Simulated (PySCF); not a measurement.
Input for PySCF: R-MP2/6-31G* on CH2O2 (SMILES O=CO), a point of a torsion scan.

```python
from pyscf import gto, scf, dft, mp
from pyscf.data.elements import chemcore

mol = gto.M(
    atom='''
    O    -1.18968189    0.31079370   -0.87721905
    C    -0.44860456   -0.04501575   -0.02383085
    O     0.81414274   -0.48257332   -0.24021468
    H    -0.73663952   -0.09352557    1.04721201
    H     1.48556030    0.18297128   -0.06632757
    ''',
    basis='6-31g*',
    cart=True,
    charge=0, spin=0, verbose=3, max_memory=1800)
mf = scf.RHF(mol)
mf.conv_tol = 1e-8
mf.max_cycle = 100
mf.kernel()
if not mf.converged:
    mf = mf.newton().run(mf.mo_coeff, mf.mo_occ)
pt = mp.MP2(mf, frozen=chemcore(mol)).run()
```

Program output:

```
converged SCF energy = -188.739988585713
E(RMP2) = -189.21674558424  E_corr = -0.476756998526782
E(SCS-RMP2) = -189.2007259883  E_corr = -0.460737402587307
```

Self-consistency was reached.

Cost: roughly 0.6 core-seconds.
